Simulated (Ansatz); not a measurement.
Ansatz results at the PBE0-D4/def2-TZVP geometry: HOMO energy (PBE/def2-TZVPP) -5.76 eV; LUMO energy (B3LYP/def2-TZVPP) -0.84 eV; LUMO energy (PBE/def2-TZVPP) -1.34 eV.

Each molecule was computed in one conformer, which needn't be the lowest.

(1) Which molecule gave them?
A. `[CH3][Zn][CH](F)S`
B. `BCCl`
C. `B[Si](F)(F)[SiH3]`
D. `C[CH](S)[Zn][F]`

Results:

(1) A. The others give `B[Si](F)(F)[SiH3]`: -6.73, -3.28, -4.06; `C[CH](S)[Zn][F]`: -5.58, -1.25, -1.79; `BCCl`: -6.80, -2.03, -2.83.

B3LYP here is the variant with VWN-RPA as its local correlation; programs differ in this.
